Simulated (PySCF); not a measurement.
# From orbital energies to excitation energies

Species: C₇H₇FO.
Geometry (GFN2-xTB, Å), atoms numbered from 1 in this order:
```xyz
16
C7H7FO angstrom
C      2.3910    0.3141    1.1291
C      1.7649   -0.1568    0.2249
C      0.9831   -0.7611   -0.8380
F      1.1298   -2.1413   -0.8075
C     -0.5140   -0.4209   -0.7175
C     -0.7609    1.0617   -0.8073
C     -1.2899    1.4756    0.3363
O     -1.4981    0.5071    1.2579
C     -1.0885   -0.7341    0.6806
H      2.9494    0.7451    1.9057
H      1.3688   -0.4400   -1.8166
H     -1.0346   -0.9790   -1.5029
H     -0.5167    1.6546   -1.6645
H     -1.5851    2.4636    0.6396
H     -0.3444   -1.1897    1.3399
H     -1.9624   -1.3897    0.6288
```

Level of theory: TDDFT PBE0/def2-SVPD, vertical, gas phase, core orbitals frozen in the response in PySCF.

Orbital energies (eV): HOMO-3 -9.83, HOMO-2 -8.52, HOMO-1 -8.27, HOMO -6.49, LUMO -0.06, LUMO+1 0.48, LUMO+2 0.63.

Computed singlets:

```json
{"state": "S1", "E (eV)": "5.43", "f": "0.021"}
{"state": "S2", "E (eV)": "5.84", "f": "0.0014"}
{"state": "S3", "E (eV)": "6.22", "f": "0.075"}
{"state": "S4", "E (eV)": "6.29", "f": "0.0024"}
{"state": "S5", "E (eV)": "6.43", "f": "0.052"}
{"state": "S6", "E (eV)": "6.80", "f": "0.0025"}
{"state": "S7", "E (eV)": "6.91", "f": "0.0044"}
{"state": "S8", "E (eV)": "7.04", "f": "0.0029"}
```

Problem. Which orbital pair leads each of S1, S2, S3 and S4, and how does its energy difference Δε compare with the excitation energy?

Solution. 

```json
{"state": "S1", "leading configuration": "HOMO→LUMO", "weight": "0.95", "Δε (eV)": "6.43", "E (eV)": "5.43", "E − Δε (eV)": "-1.00", "f": "0.021", "other configurations": "–"}
{"state": "S2", "leading configuration": "HOMO→LUMO+1", "weight": "0.96", "Δε (eV)": "6.97", "E (eV)": "5.84", "E − Δε (eV)": "-1.13", "f": "0.0014", "other configurations": "–"}
{"state": "S3", "leading configuration": "HOMO→LUMO+2", "weight": "0.69", "Δε (eV)": "7.12", "E (eV)": "6.22", "E − Δε (eV)": "-0.90", "f": "0.075", "other configurations": "H→L+3 (14%), H-1→L (8%)"}
{"state": "S4", "leading configuration": "HOMO-1→LUMO", "weight": "0.76", "Δε (eV)": "8.21", "E (eV)": "6.29", "E − Δε (eV)": "-1.92", "f": "0.0024", "other configurations": "–"}
```

E − Δε runs from -1.92 to -0.90 eV. Among themselves, these states come in the order of their orbital differences.

H and L stand for HOMO and LUMO. The other states: S5 6.43 eV, f 0.052, H→L+3 (74%), H→L+2 (15%); S6 6.80 eV, f 0.0025, H-2→L (52%), H-1→L+1 (26%); S7 6.91 eV, f 0.0044, H→L+4 (51%), H→L+5 (43%); S8 7.04 eV, f 0.0029, H→L+5 (36%), H→L+4 (33%), H-2→L+1 (14%).

Triplets (Tamm–Dancoff): T1 3.97 eV, H→L (49%), H→L+2 (39%); T2 5.23 eV, H-2→L (50%), H-1→L+1 (11%), H-2→L+2 (10%); T3 5.56 eV, H→L (32%), H→L+2 (32%), H-1→L (15%).

Summed over the main configurations (up to three a state, each over 8%) of all 8 singlets, the electron leaves HOMO with weight 5.26, HOMO-1 with weight 1.10 and HOMO-2 with weight 0.67.

One conformer stands for the species.
